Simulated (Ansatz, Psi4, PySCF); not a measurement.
Molecule: BNH₂F, charge 0, multiplicity 2. SMILES: B(F)[NH]
Geometry from a B3LYP-D3(BJ)/def2-TZVP (Ansatz, a program for electronic structure) optimisation:
```xyz
5

B     -0.3380     0.0907    -0.2603
F      0.1698     1.0668     0.4915
H     -1.2966     0.3183    -0.9451
N      0.1203    -1.2294    -0.1846
H      0.6159    -1.7671    -0.8846
```
Charge 0, spin multiplicity 2.

Wanted: size of the dipole moment, in D. Set-up: no dispersion term unless named; 6-311+G** with 5d; six Cartesian d functions in 6-31G* and its kin unless marked 5d; no spin-orbit coupling; non-relativistic; UHF or UKS for open shells. First-principles rows: single points at B3LYP-D3(BJ) geometries (Ansatz).

```
level               program  size of the dipole moment (D)
------------------  -------  -----------------------------
PBE/def2-SVP         Ansatz                           1.88
BLYP/6-31G*          Ansatz                           1.79
BP86/6-31G* (5d)      PySCF                           1.82
B3LYP/STO-3G         Ansatz                           1.32
B3LYP/6-31G          Ansatz                           2.33
B3LYP/6-31G*         Ansatz                           1.92
B3LYP/def2-SVP       Ansatz                           2.00
B3LYP/6-311+G**      Ansatz                           2.08
PBE0/6-311+G**       Ansatz                           2.09
M06-2X/6-311+G**      PySCF                           2.14
wB97X-D/6-31G*         Psi4                           2.00
wB97X-D/6-311+G**      Psi4                           2.12
B3PW91/6-31G* (5d)    PySCF                           1.95
```

No value to compare with is used here. The 13 habitual levels span 1.32 (B3LYP/STO-3G) to 2.33 D (B3LYP/6-31G).

The levels are drawn from those run, B3LYP/6-31G* more often than the rest, none by its result; left out are runs that failed, that the program found above a lower state of the same kind, or whose <S^2> lies over 0.5 above the pure value.
